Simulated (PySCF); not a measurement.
# Dipole response of Ne⁺ (neon, charge +1)

[He] 2s2 2p5, 2P determinant. Calculation: PySCF 2.14, in dyall-acv3z; the spin-free X2C one-electron Hamiltonian (Gaussian nucleus). Coupled (time-dependent) response in atomic units; α is the mean over directions.

| method | mean α (bohr³) | α xx, yy, zz | C₆ (like pair) | S(−4) |
| --- | --- | --- | --- | --- |
| UHF | 1.215 | 1.282, 1.181, 1.181 | 2.098 | 0.4495 |
| PBE | 1.349 | 1.394, 1.327, 1.327 | 2.395 | 0.6129 |
| PBE0 | 1.305 | 1.357, 1.278, 1.278 | 2.296 | 0.5538 |
| TPSSh | 1.318 | 1.364, 1.295, 1.295 | 2.336 | 0.5646 |
| revPBE | 1.349 | 1.392, 1.327, 1.327 | 2.395 | 0.6138 |

S(−4) is the Cauchy moment in α(ω) = α(0) + S(−4) ω² + …

α(iu) at revPBE:

```json
{"u (hartree)": "0", "α(iu) (bohr³)": "1.349"}
{"u (hartree)": "0.0500", "α(iu) (bohr³)": "1.347"}
{"u (hartree)": "0.100", "α(iu) (bohr³)": "1.343"}
{"u (hartree)": "0.200", "α(iu) (bohr³)": "1.325"}
{"u (hartree)": "0.300", "α(iu) (bohr³)": "1.297"}
{"u (hartree)": "0.500", "α(iu) (bohr³)": "1.219"}
{"u (hartree)": "0.750", "α(iu) (bohr³)": "1.100"}
{"u (hartree)": "1.00", "α(iu) (bohr³)": "0.9769"}
{"u (hartree)": "1.50", "α(iu) (bohr³)": "0.7587"}
{"u (hartree)": "2.00", "α(iu) (bohr³)": "0.5910"}
{"u (hartree)": "3.00", "α(iu) (bohr³)": "0.3769"}
{"u (hartree)": "5.00", "α(iu) (bohr³)": "0.1866"}
```

For an ion, C₆ is the dispersion term alone; charge-induced terms of lower order in 1/R come first.

The components differ because the open shell of this determinant is not spherical; for a pure term their mean is the scalar polarisability.
